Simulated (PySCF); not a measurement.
An unknown is described by computed data only.

Elements present: C, F, H, N and Si. Monoisotopic mass: 127.0085 u.

* Rotational structure: rotational constants A, B, C: 3.824, 1.268, 1.002 GHz [GFN2-xTB]
* 1H NMR: chemical shifts (computed TMS as zero) by class: 5.26 (2 H), 5.07 (2 H), 4.97 (2 H), -0.14 (1 H) ppm [GIAO PBE0/pcSseg-1]
* UV, first state: lowest singlet excitation: 6.55 eV (189 nm, f = 0.008) [TDDFT CAM-B3LYP/def2-SVPD]
* Dipole: 2.39 D [CAM-B3LYP/def2-SVPD]
* NMR, other nuclei: isotropic shieldings of nuclei other than C and H, by class: 256 (1 N), 367 (1 F), 477 (1 F), 360 (1 Si), 389 (1 Si) ppm [GIAO PBE0/pcSseg-1]
* 13C NMR: chemical shifts (computed TMS as zero) by class: 80.0 (1 C) ppm [GIAO PBE0/pcSseg-1]

The electronic properties come from PySCF, for the isolated species, density fitting. Levels stand in brackets. Geometry: GFN2-xTB, one conformer, isolated molecule. Each NMR value is the plain mean over a class of atoms that symmetry, rotation or inversion makes alike.

Q: Which formula fits the mass and the elements?

A: CH7F2NSi2 (calculated 127.0085). No other formula that holds each of these elements comes within 0.0003 u with a fitting electron parity and a possible valence count.

Q: Propose a structure and show how it fits.

A: Numbering: `[F:1][CH2:2][SiH2:3][NH:4][SiH2:5][F:6]`. Its formula, CH7F2NSi2, gives 0 degrees of unsaturation, so no ring and no π bond. The one carbon: sp3 C–F carbon [C2] (80.0 ppm). Hydrogen classes from least to most shielded: 2 H on a fluorine-bound silicon, Si5 (5.26 ppm), 2 H on an sp3 C–F carbon, C2 (5.07 ppm), 2 H on an SiH2 silicon, Si3 (4.97 ppm), 1 H on a nitrogen bridging silicon atoms, N4 (-0.14 ppm). The other shieldings belong to: 256 ppm, nitrogen bridging silicon atoms [N4]; 367 ppm, silicon-bound fluorine [F6]; 477 ppm, alkyl fluorine [F1]; 360 ppm, fluorine-bound silicon [Si5]; 389 ppm, SiH2 silicon [Si3]. The optimised geometry has point group C1 and is an asymmetric top. Structure: `FC[SiH2]N[SiH2]F`. Computed isomers that give other values at the same levels: `C[SiH2][Si](N)(F)F` (13C chemical shifts (computed TMS as zero) by class: -11.0 (1 C) ppm); `N[SiH2][SiH2]C(F)F` (13C chemical shifts (computed TMS as zero) by class: 129.1 (1 C) ppm). The assignments are read from this structure; whether some other isomer fits the data as well wasn't checked.

Shape of the structure used: `[F:1][CH2:2][SiH2:3][NH:4][SiH2:5][F:6]`: F1–C2–Si3–N4 -58°, C2–Si3–N4–Si5 26°, Si3–N4–Si5–F6 178°.
